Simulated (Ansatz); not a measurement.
`S[Si]1([ZnH])N[SiH2]1` + H₂ → `[ZnH][SiH]1N[SiH2]1` + H₂S at 500 K and 1 bar (hydrogenolysis of the Si–S bond).

Isolated molecules relaxed with PBE0-D4/def2-TZVP in Ansatz; ΔE leaves out vibrations. CCSD(T)/CBS adds triple-zeta CCSD(T) − MP2 to the extrapolated MP2 energy (def2 sets, frozen cores). This one scheme is used for every species. For Zn outer-core shells are correlated without core-valence functions, which leaves a few kJ/mol of doubt a bond. Scalar relativity is left out up to krypton. One conformer a species, not always the lowest.

```
                species  CCSD(T)/CBS energy (Eh)  H − E (kJ/mol)  S (J/(mol·K))
`S[Si]1([ZnH])N[SiH2]1`              -2812.04740           187.3          471.9
                     H₂                 -1.17544            41.0          145.5
  `[ZnH][SiH]1N[SiH2]1`              -2414.22830           171.8          416.0
                    H₂S               -398.97279            57.0          224.0
```

H − E and S are ideal-gas, rigid-rotor, harmonic terms from PBE0-D4/def2-TZVP, for one conformer and one mirror image of each species. For small species the MP2-based limit differs from directly extrapolated CCSD(T) by up to some mEh (0.8 for H₂); such offsets cancel only in part. 1 Eh = 2625.50 kJ/mol, R = 8.31446 J/(mol·K).

Question: By hand: ΔE, ΔH, ΔS and ΔG.

Answer: ΔE = (-2414.22830) + (-398.97279) − (-2812.04740) − (-1.17544) = 0.02175 Eh = 57.1 kJ/mol. Δ(H − E) = 171.8 + 57.0 − 187.3 − 41.0 = 0.5, so ΔH = 57.6 kJ/mol. ΔS = 416.0 + 224.0 − 471.9 − 145.5 = 22.6 J/(mol·K). ΔG = 57.6 − 500 × (22.6)/1000 = 46.3 kJ/mol.

Question: By hand: the equilibrium constant, and the temperature at which ΔG would vanish if ΔH and ΔS stayed fixed.

Answer: log₁₀ K = −ΔG/(RT ln 10) = -4.8. ΔG = 0 at ΔH/ΔS = 2549 K, far beyond where these terms or the molecules hold.

ΔH outweighs TΔS. A doubt of 5 kJ/mol in ΔE shifts log₁₀ K by 0.5 here. Other conformers and mirror images would add mixing entropy, several J/(mol·K) or more a flexible species. These are equilibria of isolated gas molecules and say nothing of rates. Largest T1 diagnostic: 0.015 (customary marks: 0.02 for closed shells, 0.045 for open ones).
